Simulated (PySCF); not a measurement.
Isomers of C6H11FS2Si, mass 194.006 u with the commonest isotopes. Method: PBE0/pcSseg-1 in PySCF (dipole) on a GFN2-xTB geometry, gas phase. One conformer each, none proved a minimum here; rigid rotors.

Task: Order these by out-of-plane moment Σ m c² = (Ia + Ib − Ic)/2, largest first.
A. `[CH2:1]=[C:2]([CH3:3])[C@@H:4]1[SiH2:5][S:6][CH2:7][S:8][C@@H:9]1[F:10]` with C1–C2–C4–Si5 92°, C2–C4–Si5–S6 174°, C4–Si5–S6–C7 48°, Si5–S6–C7–S8 -61°, S6–C7–S8–C9 71°
B. `[CH3:1][S:2][CH2:3][S:4][SiH2:5][C:6]1=[CH:7][CH2:8][C@H:9]1[F:10]` with C1–S2–C3–S4 65°, S2–C3–S4–Si5 83°, C3–S4–Si5–C6 -80°, S4–Si5–C6–C7 29°
C. `[F:1][C@@H:2]1[S:3][CH2:4][S:5][SiH2:6][C@@H:7]1[CH:8]1[CH2:9][CH2:10]1` with Si6–C7–C8–C9 153°, F1–C2–S3–C4 -51°, C2–S3–C4–S5 -73°, S3–C4–S5–Si6 63°, C4–S5–Si6–C7 -48°
D. `[CH3:1][C:2](=[S:3])[C@@:4]1([F:5])[CH2:6][S:7][SiH2:8][C@H:9]1[CH3:10]` with C1–C2–C4–F5 -17°, C2–C4–C6–S7 78°, C4–C6–S7–Si8 28°, C6–S7–Si8–C9 -2°, S7–Si8–C9–C10 -150°
E. `[CH2:1]=[CH:2][CH2:3][C@@H:4]1[SiH2:5][S:6][CH2:7][S:8][C@@H:9]1[F:10]` with C1–C2–C3–C4 -117°, C2–C3–C4–Si5 -171°, C3–C4–Si5–S6 -179°, C4–Si5–S6–C7 48°, Si5–S6–C7–S8 -63°, S6–C7–S8–C9 72°
F. `[CH3:1][S:2][SiH:3]([S:4][CH3:5])[C:6]1=[CH:7][CH2:8][C@@H:9]1[F:10]` with C1–S2–Si3–S4 -171°, S2–Si3–S4–C5 -25°, S2–Si3–C6–C7 93°

Result: D (223.91 u·Å²), A (106.78 u·Å²), C (87.03 u·Å²), E (80.39 u·Å²), F (76.20 u·Å²), B (70.26 u·Å²).

Task: Order these by rotational constant B, smallest first.
A. `[CH3:1][S:2][SiH:3]([S:4][CH3:5])[C:6]1=[CH:7][CH2:8][C@@H:9]1[F:10]` with C1–S2–Si3–S4 -171°, S2–Si3–S4–C5 -25°, S2–Si3–C6–C7 93°
B. `[CH2:1]=[CH:2][CH2:3][C@@H:4]1[SiH2:5][S:6][CH2:7][S:8][C@@H:9]1[F:10]` with C1–C2–C3–C4 -117°, C2–C3–C4–Si5 -171°, C3–C4–Si5–S6 -179°, C4–Si5–S6–C7 48°, Si5–S6–C7–S8 -63°, S6–C7–S8–C9 72°
C. `[F:1][C@@H:2]1[S:3][CH2:4][S:5][SiH2:6][C@@H:7]1[CH:8]1[CH2:9][CH2:10]1` with Si6–C7–C8–C9 153°, F1–C2–S3–C4 -51°, C2–S3–C4–S5 -73°, S3–C4–S5–Si6 63°, C4–S5–Si6–C7 -48°
D. `[CH3:1][S:2][CH2:3][S:4][SiH2:5][C:6]1=[CH:7][CH2:8][C@H:9]1[F:10]` with C1–S2–C3–S4 65°, S2–C3–S4–Si5 83°, C3–S4–Si5–C6 -80°, S4–Si5–C6–C7 29°
E. `[CH2:1]=[C:2]([CH3:3])[C@@H:4]1[SiH2:5][S:6][CH2:7][S:8][C@@H:9]1[F:10]` with C1–C2–C4–Si5 92°, C2–C4–Si5–S6 174°, C4–Si5–S6–C7 48°, Si5–S6–C7–S8 -61°, S6–C7–S8–C9 71°
F. `[CH3:1][C:2](=[S:3])[C@@:4]1([F:5])[CH2:6][S:7][SiH2:8][C@H:9]1[CH3:10]` with C1–C2–C4–F5 -17°, C2–C4–C6–S7 78°, C4–C6–S7–Si8 28°, C6–S7–Si8–C9 -2°, S7–Si8–C9–C10 -150°

Result: D (474.3 MHz), B (590.6 MHz), A (620.6 MHz), C (645.5 MHz), E (677.0 MHz), F (776.3 MHz).

Task: Order these by rotational constant A, largest first.
A. `[CH3:1][C:2](=[S:3])[C@@:4]1([F:5])[CH2:6][S:7][SiH2:8][C@H:9]1[CH3:10]` with C1–C2–C4–F5 -17°, C2–C4–C6–S7 78°, C4–C6–S7–Si8 28°, C6–S7–Si8–C9 -2°, S7–Si8–C9–C10 -150°
B. `[CH2:1]=[C:2]([CH3:3])[C@@H:4]1[SiH2:5][S:6][CH2:7][S:8][C@@H:9]1[F:10]` with C1–C2–C4–Si5 92°, C2–C4–Si5–S6 174°, C4–Si5–S6–C7 48°, Si5–S6–C7–S8 -61°, S6–C7–S8–C9 71°
C. `[CH2:1]=[CH:2][CH2:3][C@@H:4]1[SiH2:5][S:6][CH2:7][S:8][C@@H:9]1[F:10]` with C1–C2–C3–C4 -117°, C2–C3–C4–Si5 -171°, C3–C4–Si5–S6 -179°, C4–Si5–S6–C7 48°, Si5–S6–C7–S8 -63°, S6–C7–S8–C9 72°
D. `[CH3:1][S:2][SiH:3]([S:4][CH3:5])[C:6]1=[CH:7][CH2:8][C@@H:9]1[F:10]` with C1–S2–Si3–S4 -171°, S2–Si3–S4–C5 -25°, S2–Si3–C6–C7 93°
E. `[F:1][C@@H:2]1[S:3][CH2:4][S:5][SiH2:6][C@@H:7]1[CH:8]1[CH2:9][CH2:10]1` with Si6–C7–C8–C9 153°, F1–C2–S3–C4 -51°, C2–S3–C4–S5 -73°, S3–C4–S5–Si6 63°, C4–S5–Si6–C7 -48°

Result: C (1416 MHz), E (1317 MHz), B (1267 MHz), A (1084 MHz), D (1055 MHz).

```
                        SMILES  point group  Ia (u·Å²)  Ib (u·Å²)  Ic (u·Å²)      κ  μa (D)  μb (D)  μc (D)
 F[C@@H]1SCS[SiH2][C@@H]1C1CC1           C1     383.77     782.88     992.58  -0.66    2.21    0.08    0.10
C=C(C)[C@@H]1[SiH2]SCS[C@@H]1F           C1     398.86     746.45     931.75  -0.63    1.78    0.04    0.30
      CS[SiH](SC)C1=CC[C@@H]1F           C1     478.84     814.34    1140.77  -0.42    1.33    0.84    0.81
CC(=S)[C@@]1(F)CS[SiH2][C@H]1C           C1     466.15     651.02     669.36  -0.87    1.32    1.55    0.05
        CSCS[SiH2]C1=CC[C@H]1F           C1     382.08    1065.59    1307.15  -0.81    1.02    1.20    1.03
  C=CC[C@@H]1[SiH2]SCS[C@@H]1F           C1     356.91     855.66    1051.78  -0.76    1.88    0.60    0.04
```
